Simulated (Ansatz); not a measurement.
Calculated with Ansatz (gas phase, PBE0-D4/def2-TZVP geometries, no zero-point term in ΔE). CCSD(T)/CBS adds triple-zeta CCSD(T) − MP2 to the extrapolated MP2 energy (def2 sets, frozen cores). This one scheme is used for every species. Functionals use def2-TZVPP. B3LYP here is the variant with VWN-RPA as its local correlation; programs differ in this. One conformer a species, not always the lowest.

Reaction (ligand exchange at the Si–F bond): `OC[SiH2]F` + silanol → `OC[SiH2]O[SiH3]` + H–F

| level | ΔE (kJ/mol) | difference from CCSD(T)/CBS |
| --- | --- | --- |
| PBE0-D4 | 18.7 | 3.0 |
| B3LYP-D4 | 18.5 | 2.8 |
| ωB97X-V | 21.3 | 5.6 |
| B2PLYP | 25.0 | 9.3 |
| PBE | 32.1 | 16.4 |
| r2SCAN | 26.9 | 11.2 |
| PBE0 | 26.2 | 10.5 |
| B3LYP | 31.4 | 15.7 |
| HF/def2-TZVPP | 23.8 | 8.1 |
| MP2/def2-TZVPP | 14.1 | -1.6 |
| SCS-MP2/def2-TZVPP | 17.3 | 1.6 |
| CCSD(T)/def2-TZVPP | 16.0 | 0.3 |
| MP2/def2-QZVPP | 14.0 | -1.7 |
| SCS-MP2/def2-QZVPP | 17.2 | 1.5 |
| HF/CBS(def2) | 24.0 | 8.3 |
| MP2/CBS(def2) | 13.8 | -1.9 |
| CCSD(T)/CBS | 15.7 | 0 |

Largest T1 diagnostic among the species: 0.011.

From PBE to PBE0 (25 % exact exchange), in def2-TZVPP and without D4, ΔE moves by −5.9 kJ/mol. The D4 term adds −12.9 kJ/mol with B3LYP and −7.4 kJ/mol with PBE0; it sums over pairs of atoms, weighted by their polarisabilities, and B3LYP, whose exchange is more repulsive, gets the larger term. In def2-TZVPP, CCSD(T) changes the Hartree–Fock value by −7.8 kJ/mol (the triples alone add −0.8 kJ/mol) and MP2 by −9.7 kJ/mol.
